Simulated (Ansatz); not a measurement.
In2As3, 5 atoms. Hardware: 4 threads of Arm Neoverse V2 on a shared host.

In the def2 sets In takes a core potential; there is no spin–orbit coupling. Correlated methods freeze 35 core orbitals; core or outer-core shells of In, As are correlated, in sets that lack core-valence functions.

Q: How many basis functions does each of these Ansatz runs have, and roughly what does it cost? r2SCAN-D4/def2-SVP, charge 0 quartet, relaxation, 14 steps; PBE-D4/def2-TZVP, charge 0 doublet, energy, from earlier orbitals; HF/def2-TZVP, charge 0 quartet, energy, from earlier orbitals; MP2/def2-TZVP, charge 0 quartet, energy, from earlier orbitals; r2SCAN-D4/def2-TZVP, charge 1 triplet at the geometry of the charge 0 doublet, energy, from earlier orbitals; r2SCAN-D4/def2-SVP, charge 0 doublet, relaxation, 5 steps; PBE-D4/def2-SVP, charge 0 doublet, energy, from earlier orbitals; r2SCAN-D4/def2-TZVPD, charge -1 triplet at the geometry of the charge 0 doublet, energy, from earlier orbitals; PBE-D4/def2-TZVPD, charge -1 singlet at the geometry of the charge 0 doublet, energy, from earlier orbitals; RPA@PBE/def2-TZVP, charge 0 doublet, energy, from earlier orbitals; PBE0-D4/def2-SVP, charge 0 doublet, energy, from earlier orbitals; PBE0-D4/def2-TZVPD, charge -1 triplet at the geometry of the charge 0 doublet, energy.

A: Other jobs shared the machine, so times can vary by a factor of up to 3. A dash marks memory too small to be measured apart from the calling script's.

```json
{"run": "PBE-D4/def2-SVP, charge 0 doublet, energy, from earlier orbitals", "functions": "148", "fitting or Cholesky vectors": "1721", "wall time": "3.5 s", "peak host memory (GiB)": "–"}
{"run": "PBE-D4/def2-TZVPD, charge -1 singlet at the geometry of the charge 0 doublet, energy, from earlier orbitals", "functions": "274", "fitting or Cholesky vectors": "2083", "wall time": "4.8 s", "peak host memory (GiB)": "0.65"}
{"run": "PBE0-D4/def2-SVP, charge 0 doublet, energy, from earlier orbitals", "functions": "148", "fitting or Cholesky vectors": "1626", "wall time": "6.5 s", "peak host memory (GiB)": "0.84"}
{"run": "PBE-D4/def2-TZVP, charge 0 doublet, energy, from earlier orbitals", "functions": "244", "fitting or Cholesky vectors": "1895", "wall time": "7.5 s", "peak host memory (GiB)": "0.57"}
{"run": "HF/def2-TZVP, charge 0 quartet, energy, from earlier orbitals", "functions": "244", "fitting or Cholesky vectors": "1952", "wall time": "16 s", "peak host memory (GiB)": "1.3"}
{"run": "RPA@PBE/def2-TZVP, charge 0 doublet, energy, from earlier orbitals", "functions": "244", "fitting or Cholesky vectors": "1953", "wall time": "17 s", "peak host memory (GiB)": "1"}
{"run": "MP2/def2-TZVP, charge 0 quartet, energy, from earlier orbitals", "functions": "244", "fitting or Cholesky vectors": "1952", "wall time": "20 s", "peak host memory (GiB)": "1.3"}
{"run": "r2SCAN-D4/def2-SVP, charge 0 doublet, relaxation, 5 steps", "functions": "148", "fitting or Cholesky vectors": "1721", "wall time": "28 s", "peak host memory (GiB)": "–"}
{"run": "PBE0-D4/def2-TZVPD, charge -1 triplet at the geometry of the charge 0 doublet, energy", "functions": "274", "fitting or Cholesky vectors": "2051", "wall time": "29 s", "peak host memory (GiB)": "1.7"}
{"run": "r2SCAN-D4/def2-TZVPD, charge -1 triplet at the geometry of the charge 0 doublet, energy, from earlier orbitals", "functions": "274", "fitting or Cholesky vectors": "2083", "wall time": "29 s", "peak host memory (GiB)": "0.83"}
{"run": "r2SCAN-D4/def2-TZVP, charge 1 triplet at the geometry of the charge 0 doublet, energy, from earlier orbitals", "functions": "244", "fitting or Cholesky vectors": "1895", "wall time": "43 s", "peak host memory (GiB)": "1.2"}
{"run": "r2SCAN-D4/def2-SVP, charge 0 quartet, relaxation, 14 steps", "functions": "148", "fitting or Cholesky vectors": "1721", "wall time": "83 s", "peak host memory (GiB)": "–"}
```
